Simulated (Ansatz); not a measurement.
The same path of ClH3Sn + H (6 atoms, charge 0, multiplicity 2) was run 3 times with different band settings. Lost on the way: Sn1–Cl2. Made: Cl2–H6.

The calculation used UKS PBE-D4/def2-SVP in Ansatz 0.2.0.

Relaxed end points:

```xyz
6
Properties=species:S:1:pos:R:3
Sn 0.003 0.000 -0.190
Cl 0.021 0.000 2.189
H 1.654 0.000 -0.688
H -0.828 1.433 -0.669
H -0.828 -1.433 -0.669
H -0.019 0.000 5.279
```

```xyz
6
Properties=species:S:1:pos:R:3
Sn 0.000 0.000 -0.262
Cl 0.003 0.000 3.396
H 1.636 0.000 -0.861
H -0.819 1.417 -0.859
H -0.819 -1.417 -0.859
H 0.001 0.000 4.697
```

Common settings: movable images 5; climbing image yes; spring 5.0 eV/Å²; start path through a guess of the saddle point; end points relaxed.

| run | optimiser | force threshold | iteration limit | largest step |
| --- | --- | --- | --- | --- |
| 1 | quadratic models (default) | 0.03 eV/Å | 54 | default |
| 2 | quadratic models (default) | 0.2 eV/Å | 60 | default |
| 3 | fire | 0.03 eV/Å | 60 | 0.5 Å |

(1) What does each run give, and how far can it be trusted?

Results:

(1) Run 1: converged after 9 iterations, highest image 0.125 eV above the first end. A vibrational analysis at the climbing image gives one clearly imaginary mode, 605i cm⁻¹: a first-order saddle point.
Run 2: converged after 8 iterations, highest image 0.125 eV above the first end. The threshold of 0.2 eV/Å is loose, so the images may lie well off the minimum-energy path. Another band between the same ends (5 images) ends at a top of the same energy, where a vibrational analysis finds 1 clearly imaginary mode.
Run 3: converged after 40 iterations, highest image 0.125 eV above the first end. Another band between the same ends (5 images) ends at a top of the same energy, where a vibrational analysis finds 1 clearly imaginary mode.
